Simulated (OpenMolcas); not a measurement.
**Levels of Mo V by method**

- Program: OpenMolcas 26.06
- Basis: ANO-RCC-VQZP [8s7p5d3f2g1h]
- Scalar Hamiltonian: DKH2, point nucleus
- Active space: 8 electrons in 8 orbitals (RAS1 4p, at most 2 holes; RAS2 4d)
- State averaging: 2S+1 = 3 even, 10 roots; 2S+1 = 1 even, 15 roots
- Spin-orbit coupling: RASSI with atomic mean-field integrals over the reference wave functions, term energies averaged over their components

Methods on the same reference wave functions:
A. RASSCF
B. SS-RASPT2, IPEA 0.25 Eh, imaginary shift 0.1 Eh (closed shells correlated: 4s)

Energies in cm-1 above 4d2 3F2, the measured ground level; measured values from Sugar and Musgrove, J. Phys. Chem. Ref. Data 17, 155 (1988).

| Level | A | B | Measured |
| --- | --- | --- | --- |
| 4d2 3F2 | 0.0 | 0.0 | 0.0 |
| 4d2 3F3 | 1564 | 1597 | 1578 |
| 4d2 3F4 | 3376 | 3390 | 3357 |
| 4d2 1D2 | 12074 | 10150 | 10190 |
| 4d2 3P0 | 13304 | 11670 | 11161 |
| 4d2 3P1 | 13945 | 12330 | 11807 |
| 4d2 3P2 | 15499 | 13820 | 13408 |
| 4d2 1G4 | 20048 | 16560 | 16354 |
| 4d2 1S0 | 41339 | 37560 | 37738 |

Deviations, from unrounded energies. A percentage is the sum of absolute deviations over the sum of measured energies, with the sign that they share, or ± where signs differ.

```
                        Against measurement  Levels      A     B
             mean absolute deviation (cm-1)       8   1900   240
      fine structure of the ground term (%)       2   ±0.7  +1.1
other terms of the ground configuration (%)       6  +15.4  ±1.9
```

B lies closest to measurement on these levels. The largest miss of B in the table is 4d2 3P1, by +520 cm-1. The ranking rests on the paired levels alone, and a cruder setting can come out closer through cancelling errors.

From A to B the spin-free energies of the other terms of 4d2 shown, above 3F, scale by factors of 0.80 to 0.90, as is usual when dynamic correlation screens the repulsion within a d or f shell.

The lowest spin-free term lies below A's lowest term by 0.234 hartree in B.

CASPT2 does not keep the components of a term degenerate, so their means are used; among the terms shown or strongly mixed into the levels shown the widest spread is 500 cm-1 (4d2 1G, B). Active for correlation alone: 4p; no level in the range computed is led by a configuration that opens it, so any true level of that kind is missing. Without dynamic correlation excited terms often stand tens of per cent too high (terms of higher spin than the ground term too low), and those without a measured partner can miss by more than the paired ones (holds for A). Computed and measured levels are paired by configuration, term and J; levels that our copy of the source lacks, or whose pairing is in doubt (as where it misses far off the trend of its configuration), stay unpaired and out of the deviations. Only configurations of the active space appear.
